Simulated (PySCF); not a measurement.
## Substituent effects on core binding energies

Parent: `CB(F)F`, numbered `[CH3:1][B:2]([F:3])[F:4]`. One hydrogen on C1 is replaced. Theory: PySCF, delta-SCF UKS SCAN, pcX-2 on the ionised atom, pcseg-1 elsewhere, spin-free X2C. Binding energies are ΔSCF values: E(core-ionised, relaxed orbitals) − E(ground state) at a fixed geometry, referred to the vacuum level. Geometries: PBE0-D3(BJ)/def2-SVP; isolated species, one conformer each.

The parent's lines: B2 B 1s 199.77 eV; C1 C 1s 291.06 eV; F3/F4 F 1s 693.60 eV.

Task: How do the binding energies of the substituted atom and of the parent's carbons near it change?

Result: Changes against the parent, in eV:

```
substituent        molecule  C 1s of the substituted atom  its change
        cPr     FB(F)CC1CC1                        290.78       -0.28
       BCl2   FB(F)CB(Cl)Cl                        291.03       -0.03
      CH=NH  [H]/N=C/CB(F)F                        291.17       +0.11
      SSiH3   FB(F)CS[SiH3]                        291.48       +0.42
        CHO       O=CCB(F)F                        291.54       +0.48
   propynyl      CC#CCB(F)F                        291.55       +0.49
```

At the substituted atom the change runs from -0.28 eV (cPr) to +0.49 eV (propynyl).

Task: List all computed levels of each derivative.

Result: 
- `FB(F)CC1CC1`: B 1s: 199.38 eV; C 1s: 290.64 (area 2), 290.78 (area 1), 290.86 (area 1) eV; F 1s: 693.45 eV
- `FB(F)CB(Cl)Cl`: B 1s: 198.72 (area 1), 199.89 (area 1) eV; C 1s: 291.03 eV; F 1s: 693.84 eV; Cl 1s: 2829.34 eV; Cl 2p3/2: 206.76 eV
- `[H]/N=C/CB(F)F`: B 1s: 199.78 eV; C 1s: 291.17 (area 1), 292.48 (area 1) eV; N 1s: 404.84 eV; F 1s: 693.82 eV
- `FB(F)CS[SiH3]`: B 1s: 199.29 eV; C 1s: 291.48 eV; F 1s: 693.58 eV; Si 1s: 1847.17 eV; Si 2p3/2: 107.37 eV; S 1s: 2477.09 eV
- `O=CCB(F)F`: B 1s: 199.94 eV; C 1s: 291.54 (area 1), 294.17 (area 1) eV; O 1s: 538.51 eV; F 1s: 694.01 eV
- `CC#CCB(F)F`: C 1s: 290.16 (area 1), 290.17 (area 1), 291.55 (area 1), 291.56 (area 1) eV; F 1s: 693.63 eV

Areas count equivalent atoms. The 2p values aren't plain energy differences: one relaxed spin-free 2p hole is combined with a matrix within the shell (ground-state 2p orbital-energy differences and spin–orbit coupling). 2p3/2, the mean of its two sublevels, lies a third of the splitting below the shell's mean and 2p1/2 two thirds above it; the statistical areas are 2:1. 4 of these hole states are spin-contaminated (⟨S²⟩ up to 0.98, against 0.75; counted from 0.85) and less certain. Lists may lack sites without a reliable hole state.
